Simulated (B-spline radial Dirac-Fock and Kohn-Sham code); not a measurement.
# Binding energies of Ge²⁰⁺ at several levels of theory

System: Ge²⁰⁺, [Ne] 3s2.

The density-functional columns are spherical, spin-unpolarised Dirac-Kohn-Sham results without Breit or QED terms: −ε is minus the orbital energy of the initial state and ΔSCF the difference of two total energies. The reference in the last column comes from multi-electron Dirac-Fock with separately optimised hole states, Breit and Lamb-shift corrections added in first order. All numbers are from a B-spline atomic structure program, in eV; a selection of levels is shown. The Kohn-Sham columns are given as differences from the reference. For the 1s level of heavy atoms much of the gap between ΔSCF and the reference is the Breit and QED part, -22.4 eV here; for other levels the error of the functional can be larger.

```
     level  LDA −ε − DF  LDA ΔSCF − DF  Dirac-Fock
    K (1s)       -203.3          +21.0     11982.7
   L1 (2s)        -80.2          -26.3      2251.9
L2 (2p1/2)        -58.3           +4.3      2088.6
L3 (2p3/2)        -58.8           +2.7      2056.2
   M1 (3s)        -15.3           +6.1       832.7
```

For the outermost level NIST gives 837.1 ± 1 eV (semi-empirical); the differences from it are LDA −ε -19.71, LDA ΔSCF +1.61, Dirac-Fock -4.44 eV.

Values without a named source are computed, but for edge energies of neutral atoms, which are taken from tables.
